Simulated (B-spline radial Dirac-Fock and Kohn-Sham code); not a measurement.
## Radiative decay of the L1 hole in Os⁷⁺

System: osmium as Os⁷⁺ in the configuration [Xe] 4f14 5d1, inside a Watson sphere of charge -7 and radius 1.6 Å (a model of the Madelung potential; inside it an electron's potential energy is raised by 63.0 eV).

Method: independent-particle rates on relativistic LDA orbitals of the hole state (multipoles up to L = 3, Coulomb Auger matrix elements, transition energies from Dirac-Fock). Computed with a radial B-spline solver.

```
 line  multipole  energy (eV)  width (meV)  share (%)
L1-L2         E1        588.4        0.195     0.0208
L1-L3         E1       2102.4         20.9       2.24
L1-M2         E1      10178.7          307       32.8
L1-M3         E1      10512.9          374       39.9
L1-M4         E2      10943.5         9.52       1.02
L1-M5         E2      11014.5         14.2       1.52
L1-N2         E1      12423.0         76.1       8.13
L1-N3         E1      12501.7         98.8       10.6
L1-N4         E2      12682.0         1.34      0.143
L1-N5         E2      12696.6         2.10      0.224
L1-O2         E1      12928.0         14.1       1.51
L1-O3         E1      12941.8         18.6       1.99
```

The listed lines hold 100.0 % of the radiative rate. The radiative width is 0.936 eV in the length form and 0.941 eV in the velocity form; the two differ because the transition energies are not eigenvalue differences of the potential that gave the orbitals.
